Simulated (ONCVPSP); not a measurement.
# Scattering properties, ONCV potential for bismuth

```json
{
 "Element": "Bi (Z = 83)",
 "Generator": "ONCVPSP 4.0.1",
 "Type": "optimised norm-conserving Vanderbilt (ONCV)",
 "Functional": "PBE",
 "Relativity": "scalar-relativistic",
 "Frozen core": "[Kr] 4d10 4f14",
 "Valence charge": "23",
 "Reference configuration": "5s2 5p6 5d10 6s2 6p3",
 "Partial waves": "5s+6s: rc 1.45 bohr, ncon 4, nbas 8, qcut 7.3 1/bohr, 2 projectors; 5p+6p: rc 1.65 bohr, ncon 5, nbas 8, qcut 7.5 1/bohr, 2 projectors; 5d: rc 1.75 bohr, ncon 4, nbas 8, qcut 8.8 1/bohr, 2 projectors, debl 2.6 Ha",
 "Local potential": "polynomial inside 1.35 bohr (lpopt 2, dvloc0 -1 Ha)",
 "Core correction": "Teter function, fcfact 4.25, rcfact 1.2"
}
```

The phase is arctan(r·R′/R) of the radial function R(r), unwrapped; energies in Ha, scanned from -7 to 5 Ha. A pole is an energy at which the radial function vanishes at the test radius. The pseudo phase is shifted by a multiple of π to meet the all-electron one at the reference energy, and phase errors are pseudo minus all-electron; the curves can meet again beyond the range given. Levels narrower than the energy grid can be missing from the lists of poles.

```
channel  radius (bohr)  reference energy (Ha)  poles, all-electron  poles, pseudo  unbroken range about the reference energy with phases within 0.05 rad  phase error 1 Ha above the reference energy (rad)
      s           1.47                  -0.53                -5.46          -5.46                                                        the whole range                                             -0.002
      p           1.68                  -0.17                -3.25          -3.25                                                        the whole range                                             -0.001
      d           1.77                  -1.00                -0.39          -0.39                                                        the whole range                                             +0.000
```

Phases in the p channel:

```
E (Ha)  all-electron  pseudo
 -6.96         1.341   1.341
 -6.32         1.317   1.317
 -5.68         1.281   1.281
 -5.04         1.216   1.216
 -4.40         1.036   1.036
 -3.76        -0.789  -0.789
 -3.12        -1.622  -1.622
 -2.48        -1.763  -1.763
 -1.84        -1.857  -1.857
 -1.20        -1.964  -1.964
 -0.56        -2.134  -2.134
  0.08        -2.478  -2.478
  0.72        -3.213  -3.213
  1.36        -3.945  -3.946
  2.00        -4.284  -4.285
  2.64        -4.445  -4.446
  3.28        -4.537  -4.539
  3.92        -4.598  -4.600
  4.56        -4.642  -4.645
```
